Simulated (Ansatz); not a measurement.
Sn26H30, a nanocrystal cut from cubic tin, relaxed as a singlet with RKS PBE-D4/def2-SVP in Ansatz, starting from the GFN2-xTB geometry. Force threshold 0.03 eV/Å.

In the def2 sets Sn takes a core potential; there is no spin–orbit coupling. Single mean-field runs in def2-SVP are fitted with def2-universal-jkfit.

Start:

Cartesian coordinates in Å:
```
Sn 3.175 -0.238 0.759
Sn 3.551 -0.191 -3.091
Sn 3.393 -4.480 -1.936
Sn -0.346 -3.327 0.338
Sn -0.456 -2.284 -4.273
Sn 3.241 3.987 -0.858
Sn 3.157 2.686 4.129
Sn -0.884 -0.025 3.311
Sn -0.445 3.754 2.107
Sn -0.465 0.897 -1.009
Sn -3.945 -2.093 -1.344
Sn -4.584 1.877 1.084
Sn -4.231 -2.812 3.036
Sn 4.432 -1.925 -1.023
Sn 3.859 2.377 1.438
Sn 4.200 2.700 -3.213
Sn 0.499 -0.714 1.012
Sn 0.747 -0.059 -3.256
Sn 0.459 -4.016 -2.247
Sn -3.020 -3.858 0.695
Sn -3.266 -2.696 -4.067
Sn 0.603 3.304 -0.347
Sn 0.367 2.229 4.320
Sn -3.677 -0.003 3.225
Sn -3.327 4.376 2.002
Sn -3.219 0.560 -0.941
H 3.592 -1.030 2.224
H 3.911 0.094 -4.797
H 4.680 -4.985 -0.752
H 4.710 -4.237 -3.189
H 0.486 -4.270 1.457
H 0.956 -2.598 -5.311
H 2.882 5.396 0.233
H 3.373 1.821 5.628
H 2.970 4.230 4.889
H -0.262 -1.214 4.303
H -0.440 5.456 2.236
H -5.560 -2.085 -1.998
H -5.990 0.739 0.875
H -3.627 -4.318 3.741
H -5.725 -3.616 2.546
H 5.799 -0.687 -0.827
H 5.412 1.968 2.079
H 5.706 3.504 -2.535
H 3.651 4.368 -3.803
H 0.198 1.116 -4.336
H 0.537 -5.756 -2.392
H -2.985 -5.237 -0.412
H -3.008 -4.260 -4.825
H -3.274 -1.871 -5.629
H -0.445 4.287 -1.269
H -0.862 2.708 5.477
H -3.821 -0.377 4.916
H -4.638 4.408 3.224
H -4.425 5.040 0.764
H -3.614 1.381 -2.368
```

| step | energy (eV) | largest force component (eV/Å) | SCF passes |
| --- | --- | --- | --- |
| 1 | -152117.2554 | 1.297 | 23 |
| 2 | -152120.5494 | 0.841 | 25 |
| 3 | -152123.1331 | 0.537 | 24 |
| 4 | -152124.4119 | 0.429 | 24 |
| 5 | -152124.8847 | 0.130 | 20 |
| 6 | -152124.9502 | 0.015 | 19 |
| 7 | -152124.9536 | 0.013 | 19 |

Force components are those of the run's own axes.

End:

Cartesian coordinates in Å:
```
Sn 3.2939 -0.5582 1.1673
Sn 3.5039 0.3980 -3.2977
Sn 3.8038 -3.9998 -1.9274
Sn -0.1848 -3.5225 0.3411
Sn -0.0239 -2.5235 -4.1242
Sn 2.9955 3.7964 -0.2516
Sn 2.8295 2.7773 4.2991
Sn -0.7098 -0.1504 3.4728
Sn -0.9769 4.2147 2.1411
Sn -0.4941 0.8636 -1.0142
Sn -3.9650 -2.0870 -1.8086
Sn -4.4638 1.3466 1.3006
Sn -4.1696 -3.0866 2.6994
Sn 4.4618 -1.3322 -1.2853
Sn 3.9613 2.1158 1.7994
Sn 4.1644 3.0787 -2.7189
Sn 0.4841 -0.8542 1.0058
Sn 0.6959 0.1302 -3.4753
Sn 0.9985 -4.2322 -2.1249
Sn -2.9959 -3.7819 0.2292
Sn -2.8288 -2.7859 -4.2951
Sn 0.1851 3.5271 -0.3426
Sn 0.0261 2.4930 4.1396
Sn -3.5200 -0.4065 3.2998
Sn -3.7832 4.0111 1.9391
Sn -3.3063 0.5844 -1.1620
H 3.8856 -1.6007 2.4377
H 4.2143 -0.0720 -4.8213
H 4.3956 -5.0808 -0.7018
H 4.5610 -4.4590 -3.4238
H 0.4359 -4.5711 1.5921
H 0.6968 -2.9509 -5.6555
H 3.4032 5.4506 0.1281
H 3.4817 1.7255 5.5198
H 3.2349 4.4055 4.7561
H -0.1155 -1.2434 4.6986
H -0.5280 5.8539 2.5393
H -5.7018 -2.2413 -1.8898
H -6.2001 1.2039 1.1899
H -3.5715 -4.1234 3.9599
H -5.8934 -3.3037 2.6310
H 6.1959 -1.1651 -1.1768
H 5.6994 2.2579 1.8817
H 5.8898 3.2814 -2.6510
H 3.5763 4.1165 -3.9832
H 0.1004 1.2058 -4.7158
H 0.5670 -5.8790 -2.5103
H -3.4042 -5.4310 -0.1725
H -3.2580 -4.4172 -4.7168
H -3.4548 -1.7551 -5.5466
H -0.4604 4.5867 -1.5716
H -0.6994 2.9309 5.6657
H -4.2285 0.0460 4.8296
H -4.5452 4.4926 3.4257
H -4.3596 5.0843 0.6991
H -3.8993 1.6358 -2.4240
```

By distances, no bond broke or formed. The bond that changes most is Sn12–Sn24, from 2.99 to 2.82 Å (atoms count from 1).

The force fell under the threshold at step 6, but the optimiser went on and released 0.003 eV more. No frequencies were taken in this run, so the end may be a saddle point.

Hardware: 11 threads of AMD EPYC 7R13 on a shared host and a whole NVIDIA H100 80GB HBM3. Wall time 39 s, peak host memory 1.7 GiB.
